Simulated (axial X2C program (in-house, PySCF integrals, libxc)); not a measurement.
Bond lengths and stretching modes, held linear, of SeCN⁺

Calculated with an in-house all-electron X2C program for linear molecules (integrals from PySCF): two-component X2C with atomic mean-field Coulomb and Gaunt terms, Gaussian nuclei, basis Se dyall-v3z, C dyall-v3z, N dyall-av3z with contracted cores. Spin-free rows use the one-electron spin-free X2C Hamiltonian.

Masses Se 79.917, C 12.000, N 14.003 u. States: 2c Ω = 1 (beyond evenly filled blocks: ω = -1/2, ω = 3/2); spin-free M_S = 1, Λ = 0 (beyond evenly filled blocks: π+α, π-α).

PBE0, 2c: energies above the lowest point

```json
{"r(Se–C) (Å)": "1.7043", "r(C–N) (Å)": "1.1534", "E (meV)": "78.24"}
{"r(Se–C) (Å)": "1.7043", "r(C–N) (Å)": "1.1830", "E (meV)": "29.31"}
{"r(Se–C) (Å)": "1.7043", "r(C–N) (Å)": "1.2126", "E (meV)": "56.22"}
{"r(Se–C) (Å)": "1.7480", "r(C–N) (Å)": "1.1534", "E (meV)": "36.78"}
{"r(Se–C) (Å)": "1.7480", "r(C–N) (Å)": "1.1830", "E (meV)": "0.00"}
{"r(Se–C) (Å)": "1.7480", "r(C–N) (Å)": "1.2126", "E (meV)": "39.95"}
{"r(Se–C) (Å)": "1.7480", "r(C–N) (Å)": "1.2422", "E (meV)": "139.59"}
{"r(Se–C) (Å)": "1.7917", "r(C–N) (Å)": "1.1534", "E (meV)": "50.74"}
{"r(Se–C) (Å)": "1.7917", "r(C–N) (Å)": "1.1830", "E (meV)": "24.54"}
{"r(Se–C) (Å)": "1.7917", "r(C–N) (Å)": "1.2126", "E (meV)": "75.96"}
{"r(Se–C) (Å)": "1.8354", "r(C–N) (Å)": "1.1830", "E (meV)": "92.14"}
{"r(Se–C) (Å)": "1.8354", "r(C–N) (Å)": "1.2422", "E (meV)": "276.28"}
```

**Question.** Fit a quadratic surface with cubic terms in each bond: where is the minimum, and what are the two stretching wavenumbers?

**Answer.** At PBE0, 2c: bonds 1.749 and 1.181 Å; harmonic stretches 617.3 and 1913.1 cm⁻¹; force constants 4.48, 14.1 and coupling 1.42 mdyn/Å.

The other levels and Hamiltonians give:

| Hamiltonian | level | r(Se–C) (Å) | r(C–N) (Å) | lower stretch (cm⁻¹) | upper stretch (cm⁻¹) |
| --- | --- | --- | --- | --- | --- |
| 2c | TPSSh | 1.751 | 1.190 | 607.9 | 1866.9 |
| spin-free | PBE0 | 1.748 | 1.181 | 618.1 | 1913.2 |
| spin-free | TPSSh | 1.751 | 1.190 | 608.8 | 1867.0 |

Each state is one determinant, the lowest of a limited PBE0 search; the stretches come from a fit to these few points and carry an uncertainty of a few per cent. Other orders of the atoms were not compared. Left out for rough or failed fits: HF 2c, MP2 2c, HF spin-free, MP2 spin-free. The molecule was held linear; bending was not examined, so a bent shape may lie lower. Open-shell Ω = 0 determinants with evenly filled partner blocks cannot be reached by this program, so the Ω shown need not be the lowest component. Note: several unpaired electrons, one determinant need not be a pure state.
